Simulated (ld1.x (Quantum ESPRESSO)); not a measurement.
## LDA (PZ) PAW dataset for Pt (Z = 78), scalar-relativistic all-electron reference.

Pt, PAW, made with ld1.x (Quantum ESPRESSO) 7.5 (LDA (PZ), scalar-relativistic). Core [Xe] 4f14, reference 5d9 6s0.5 6p0 (charge +0.5). Waves: 6s (bound): rcut 2.15, rcutus 2.75 bohr; 6s channel at 3.2 Ry: rcut 2.15, rcutus 2.75 bohr; 6p (bound, empty): rcut 2.50, rcutus 2.70 bohr; 6p channel at 0.6 Ry: rcut 2.50, rcutus 2.70 bohr; 5d (bound): rcut 1.05, rcutus 1.30 bohr; 5d channel at 0.65 Ry: rcut 1.05, rcutus 1.30 bohr. Local part: all-electron potential smoothed inside 2.55 bohr (lloc = -1). Core correction: a·sin(br)/r model core, default radius (ld1.x builds one for every PAW set, though the input has nlcc=.false.). Augmentation charge: PSQ, radius 0.85 bohr.

(1) Estimate the cutoffs (Ry, on a coarse ladder) from which the occupation-weighted sum of valence levels, in a spherical-Bessel basis at the reference potential, stays within 10 and 1 mRy of its value at 400 Ry.

(2) Does the potential have ghost states?

(3) Is the overlap operator S = 1 + Σ q|β⟩⟨β| positive definite (Bessel basis up to 400 Ry)?

(4) Which valence shell sets the plane-wave cutoff?

Results:

(1) 60 Ry and 110 Ry.

(2) No extra level below or beside the all-electron valence levels (s, p, d, f tested).

(3) Yes: its lowest eigenvalue is 0.54 (p channel).

(4) 5d: its level needs 60 Ry to come within 1 mRy, against 6 Ry for 6s.

Its largest configuration-test error is +3.6 meV (5d9 6s1 6p0). Test run stopped at test 2 of 9 (negative rho).
